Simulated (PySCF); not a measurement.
C3H9O2Sn (SMILES C[CH](C)[Sn]([OH])[OH]), doublet, at a GFN2-xTB geometry (such geometries of metal compounds can be far from the true shape) (the spin is typed, not shown lowest) (all electrons, no relativity). Base run: CAMB3LYP/STO-3G (PySCF).

Geometry (Å):
```xyz
15

Sn     0.4640     0.3320     0.5085
C     -0.7099    -1.0496    -1.4993
C      0.0168    -2.3414    -1.6507
C     -0.7201    -0.1151    -2.6557
H     -1.6487    -1.1142    -0.9596
H     -0.5354    -3.0008    -2.3301
H      1.0095    -2.1946    -2.0746
H      0.1038    -2.8599    -0.6971
H     -1.0329     0.8791    -2.3427
H     -1.4370    -0.4589    -3.4094
H      0.2579    -0.0542    -3.1295
O     -0.7561     1.9789     0.3733
H     -1.3516     2.1155     1.1072
O     -0.4833    -0.4375     2.1984
H     -0.1730    -1.2057     2.6705
```
Charge 0, spin multiplicity 2.
Orbitals are unrestricted.
All else is at PySCF's defaults.

Variants of this job, named by their change:

```json
[
 {"change": "base", "E (Eh)": "-6231.94296", "HOMO (eV)": "-3.74", "dipole (D)": "1.58", "<S^2>": "0.793", "core-seconds (rough)": "70", "outcome": "converged"},
 {"change": "functional = pw91,pw91", "E (Eh)": "-6232.02314", "HOMO (eV)": "-1.23", "dipole (D)": "1.48", "<S^2>": "0.758", "core-seconds (rough)": "20", "outcome": "converged"},
 {"change": "functional = bhandhlyp", "E (Eh)": "-6231.96074", "HOMO (eV)": "-3.72", "dipole (D)": "1.78", "<S^2>": "0.811", "core-seconds (rough)": "30", "outcome": "converged"},
 {"change": "functional = o3lyp", "E (Eh)": "-6233.47231", "HOMO (eV)": "-1.80", "dipole (D)": "1.51", "<S^2>": "0.765", "core-seconds (rough)": "30", "outcome": "converged"},
 {"change": "functional = bp86", "E (Eh)": "-6232.33494", "HOMO (eV)": "-1.26", "dipole (D)": "1.48", "<S^2>": "0.757", "core-seconds (rough)": "20", "outcome": "converged"},
 {"change": "functional = wb97x", "E (Eh)": "-6232.02709", "HOMO (eV)": "-4.72", "dipole (D)": "1.61", "<S^2>": "0.806", "core-seconds (rough)": "70", "outcome": "converged"},
 {"change": "functional = mn12l", "E (Eh)": "-6224.91536", "HOMO (eV)": "-1.10", "dipole (D)": "1.68", "<S^2>": "0.757", "core-seconds (rough)": "40", "outcome": "converged"},
 {"change": "functional = tpssh", "E (Eh)": "-6231.79959", "HOMO (eV)": "-1.89", "dipole (D)": "1.46", "<S^2>": "0.770", "core-seconds (rough)": "30", "outcome": "converged"},
 {"change": "functional = pw6b95", "E (Eh)": "-6234.25075", "HOMO (eV)": "-2.66", "dipole (D)": "1.55", "<S^2>": "0.775", "core-seconds (rough)": "30", "outcome": "converged"},
 {"change": "functional = pbe0; dispersion = d4", "E (Eh)": "-6231.37456", "HOMO (eV)": "-2.50", "dipole (D)": "1.53", "<S^2>": "0.779", "core-seconds (rough)": "20", "outcome": "converged"},
 {"change": "functional = revpbe", "E (Eh)": "-6231.51391", "HOMO (eV)": "-1.15", "dipole (D)": "1.47", "<S^2>": "0.758", "core-seconds (rough)": "20", "outcome": "converged"},
 {"change": "functional = wb97m_v", "E (Eh)": "-", "HOMO (eV)": "-", "dipole (D)": "-", "<S^2>": "-", "core-seconds (rough)": "-", "outcome": "cut at the time limit"},
 {"change": "functional = m062x", "E (Eh)": "-6232.07893", "HOMO (eV)": "-3.64", "dipole (D)": "1.73", "<S^2>": "0.785", "core-seconds (rough)": "40", "outcome": "converged"}
]
```

Totals shift with the method and basis; they matter in differences.

Open shells are given as the SCF converged; they aren't shown to be the lowest states, and a large step between rows can be another state.
